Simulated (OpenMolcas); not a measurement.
**Ti3+: moving the ligands**

Ti3+ with 6 ligands (water) in octahedral coordination (Th) at 2.03 Å. Ligand basis ANO-RCC-VDZP.
```
Ti    0.0000    0.0000    0.0000
O     2.0300    0.0000    0.0000
H     2.6070    0.7797    0.0000
H     2.6070   -0.7797    0.0000
O     0.0000    2.0300    0.0000
H     0.0000    2.6070    0.7797
H     0.0000    2.6070   -0.7797
O    -2.0300    0.0000    0.0000
H    -2.6070    0.7797    0.0000
H    -2.6070   -0.7797    0.0000
O     0.0000   -2.0300    0.0000
H     0.0000   -2.6070    0.7797
H     0.0000   -2.6070   -0.7797
O     0.0000    0.0000    2.0300
H     0.7797    0.0000    2.6070
H    -0.7797    0.0000    2.6070
O     0.0000    0.0000   -2.0300
H     0.7797    0.0000   -2.6070
H    -0.7797    0.0000   -2.6070
```

```
Program             : OpenMolcas
Method              : CASSCF
Basis               : ANO-RCC-VTZP [6s5p3d2f1g]
Scalar Hamiltonian  : DKH2, point nucleus
Active space        : 1 electron in 5 orbitals (3d)
State averaging     : 2S+1 = 2 even, 5 roots
Spin-orbit coupling : state interaction with AMFI integrals over the reference wave functions
```

Runs around this geometry, states (labels of O, taken over from Oh, the nearest higher group). Energies in cm-1 above the lowest state or level, χT in cm3 K/mol; under a threefold ground state the first gap can be a small split of the lowest multiplet, not the spin-orbit step; 10Dq is the gap between the two states.

```
R (Å)  Ground state  First state of that spin   10Dq  First gap with spin-orbit (degeneracies)  χT at 300 K
 1.91           2T2                  2E 23689  23689                              202.4 (4, 2)        0.450
 2.03           2T2                  2E 17109  17109                              207.2 (4, 2)        0.453
 2.11           2T2                  2E 13797  13797                              210.0 (4, 2)        0.454
```

Taking |10Dq| as R^-n, n = -ln(13797 / 23689) / ln(2.11 / 1.91) = 5.4 between the shortest and longest distance. The point-charge formula for a cubic d site gives n = 5.

An orbital triplet at a regular site is open to Jahn-Teller coupling, which can distort the site and quench the lowest spin-orbit gaps and is left out. Ligand-to-metal charge-transfer states are missing. With metal d orbitals alone the field can be off either way by tens of per cent. No measured value stands beside these numbers; the geometry is a model, was not optimised and need not be the one that this ion takes.
